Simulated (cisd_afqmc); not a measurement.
Input (AFQMC/CISD/cc-pVTZ; cisd_afqmc is a phaseless AFQMC code with CISD trial states that reads the integrals written by Ansatz):

Ansatz 0.2 input:
```python
import cisd_afqmc

open("ham.yaml", "w").write("""\
crystal:
  periodic: [false, false, false]
  atoms:
    - {symbol: F, position_ang: [-1.54946487, -0.87536356, 0.71204050]}
    - {symbol: B, position_ang: [-0.85628416, -0.04575105, -0.04897709]}
    - {symbol: F, position_ang: [-1.54260941, 0.71015481, -0.88889863]}
    - {symbol: B, position_ang: [0.85628416, 0.04575105, 0.04897709]}
    - {symbol: F, position_ang: [1.63388100, -0.71561992, -0.70173031]}
    - {symbol: F, position_ang: [1.45819328, 0.88082867, 0.87858844]}
basis:
  gaussian:
    orbitals: cc-pVTZ
magnetization: {spin_polarized: false}
correlation: {method: ccsd, electrons: outside_noble_gas, hamiltonian_folder: ham}
""")
rep = cisd_afqmc.ansatz("ham.yaml")
e_ccsd = rep["correlation"]["coupled_cluster"]["energy"]["hartree"]
out = cisd_afqmc.run("ham", e_ccsd, trial="CISD", walkers=1000, populations=1, threads=12, dt=0.005, steps=40, early=24, settle=10, least=100,
    cut=5e-5, rank_cut=2e-4, target=0.0004, seconds=1500, seed=4, memory=62639, gpu=True)
```

Output:

```
orbitals 174, occupied [17], factors 992 of 1130, rank of the doubles 813 of 2669
E(HF) = -447.544614
E(CCSD) on the cut factors = -448.726481, shift to the whole factors -0.000012
Energy of the trial state on the determinant = -448.726517
  tau behind 7.2 of longer steps, mean of the populations' last blocks
   2.0  -448.76299
   4.0  -448.76963
   6.0  -448.76964
   8.0  -448.76533
  10.0  -448.76283
  12.0  -448.76401
  14.0  -448.76529
  16.0  -448.76691
  18.0  -448.76419
  20.0  -448.76685
  22.0  -448.76193
  24.0  -448.76116
  26.0  -448.76456
  28.0  -448.76517
  30.0  -448.76448
  32.0  -448.76843
  34.0  -448.76182
  36.0  -448.76508
  38.0  -448.76564
  40.0  -448.76583
  42.0  -448.76810
  44.0  -448.76285
  46.0  -448.76952
  48.0  -448.76304
  50.0  -448.76241
  52.0  -448.76525
  54.0  -448.76313
  56.0  -448.76432
  58.0  -448.76449
  60.0  -448.76552
  62.0  -448.76809
  64.0  -448.76452
  66.0  -448.76569
blocks 320 (0 outliers left out), error by blocks joined: 1: 0.00026, 2: 0.00030, 4: 0.00034, 8: 0.00035, 16: 0.00039
E(AFQMC/CISD) = -448.76518 +/- 0.00039
```
